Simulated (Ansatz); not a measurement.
Mulliken charges of `CC(O)(F)[SeH]` from r2SCAN/def2-TZVPP in Ansatz (PBE0-D4/def2-TZVP geometry).

```json
{"atom": "C1", "x (Å)": "-1.177", "y (Å)": "0.007", "z (Å)": "-0.002", "charge (e)": "-0.113"}
{"atom": "C2", "x (Å)": "0.301", "y (Å)": "-0.229", "z (Å)": "0.106", "charge (e)": "0.311"}
{"atom": "O3", "x (Å)": "0.601", "y (Å)": "-0.676", "z (Å)": "1.360", "charge (e)": "-0.301"}
{"atom": "F4", "x (Å)": "0.674", "y (Å)": "-1.172", "z (Å)": "-0.828", "charge (e)": "-0.202"}
{"atom": "Se5", "x (Å)": "1.391", "y (Å)": "1.406", "z (Å)": "-0.260", "charge (e)": "-0.151"}
{"atom": "H6", "x (Å)": "-1.485", "y (Å)": "0.766", "z (Å)": "0.715", "charge (e)": "0.063"}
{"atom": "H7", "x (Å)": "-1.430", "y (Å)": "0.340", "z (Å)": "-1.007", "charge (e)": "0.053"}
{"atom": "H8", "x (Å)": "-1.696", "y (Å)": "-0.930", "z (Å)": "0.214", "charge (e)": "0.063"}
{"atom": "H9", "x (Å)": "1.555", "y (Å)": "-0.804", "z (Å)": "1.422", "charge (e)": "0.216"}
{"atom": "H10", "x (Å)": "1.348", "y (Å)": "1.240", "z (Å)": "-1.717", "charge (e)": "0.060"}
```

Question: By hand: the dipole of these point charges (1 e Å = 4.8032 D).

Answer: Σ q r = (-0.160, 0.064, 0.040) e Å, of length 0.177 e Å = 0.85 D.

Question: How does the dipole of the full density compare? (Best estimate.)

Answer: Computed: (-0.080, 0.020, -0.008) e Å, 0.40 D; the point charges give 2.12 times that, at 20° from its direction.

Point charges leave out the atoms' own dipoles, such as those of lone pairs, and Mulliken's split depends on the basis, so the two needn't agree.
